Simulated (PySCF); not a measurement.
Spinor energies of S¹¹⁺ (sulfur, charge +11)

Start: [He] 2s2 2p1; 2p3/2 filled at m_j = +3/2. Calculated with PySCF 2.14 in an even-tempered Gaussian basis (18 s from 1.7 bohr⁻², ratio 2.4; 11 p from 2.2 bohr⁻², ratio 2.4; 5 d from 8.3 bohr⁻², ratio 2.6; 5 f from 12 bohr⁻², ratio 2.6): generalised Hartree-Fock with the X2C-1e Hamiltonian and a Gaussian nucleus; one run each with spin-orbit coupling (SO) screened by Boettger's factors, then bare. This is a chosen level, not necessarily the ground level.

| spinor shell | electrons | ε, screened SO (eV) | ε, bare SO (eV) | weight of nominal j (bare SO) | rms radius, bare SO (bohr) |
| --- | --- | --- | --- | --- | --- |
| 1s1/2 | 2 | -2981.6 | -2981.6 | 1.000 | 0.111 |
| 2s1/2 | 2 | -591.67 | -591.67 | 1.000 | 0.457 |
| 2p3/2 | 1 | -564.24 | -564.16 | 1.000 | 0.404 |

| quantity | screened SO | bare SO |
| --- | --- | --- |
| E (hartree) | -317.37976 | -317.37675 |
| M_J | 3/2 | 3/2 |
| ⟨J²⟩ | 3.750 | 3.750 |
| ⟨L²⟩ | 2.000 | 2.000 |
| ⟨S²⟩ | 0.750 | 0.750 |

Each row is a mean over spinors that exchange with the open shell spreads, by up to 12.053 eV (2s1/2).
